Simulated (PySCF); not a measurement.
## Structure elucidation problem

Molecular formula: C7H9Cl. Simulated spectra:

¹H NMR (600 MHz, computed): δ 1.63 (m, 6H), 1.07 (m, 3H).

¹³C{¹H} NMR (computed): δ 68.7 (C), 45.5 (CH2), 15.7 (CH).

Computational details: geometry from PBE0-D3(BJ)/def2-TZVP, GIAO B97-2/pcSseg-2 shieldings, in PySCF (averaged over atoms made equivalent by symmetry, fast rotation or ring inversion, one computed conformer, no solvent model, non-relativistic Hamiltonian).

Referencing at the same level of theory: ¹H, ¹³C against TMS.

Task: Deduce the structure.

Result: 
- Rings plus π bonds: 3 (3 rings in the answer).
- 3 carbon signals for 7 carbons: some carbons are equivalent by symmetry or fast rotation.
- Carbon types of the structure: 1 × C, 3 × CH, 3 × CH2, which accounts for all hydrogens.
- δC 68.7: fully substituted sp3 carbon bonded to Cl; the inductive effect lowers its shielding.
- δC 45.5: sp3 CH2 in a ring; aliphatic region, no heteroatom directly attached.
- δC 15.7: three-membered-ring carbon; carbons of three-membered rings are unusually shielded.
- δH 1.63: hydrogen on an sp3 CH2 in a ring.
- δH 1.07: hydrogen on a three-membered-ring carbon; cyclopropane-type protons are shielded by the ring.

Structure: SMILES [C@H]12C[C@]3(Cl)C[C@H]1[C@H]2C3.

The shifts were computed for this structure.

Carbons that carry Cl, above all several Cl atoms, come out too deshielded, partly because spin–orbit coupling is missing. Shifts are as computed. Against solution values, carbons near 30 ppm lie about +3 ppm off and those near 130 ppm about +7 ppm; carbons on Cl a further +5 ppm. Of 1309 compounds with measured shifts, 239 miss one by over three times the rms of a fit or turn the order of signals round; such compounds aren't used in these exercises. Multiplicities follow the n + 1 count of equivalent neighbours, as no J values were calculated; m marks all less simple cases, F and P coupling included.
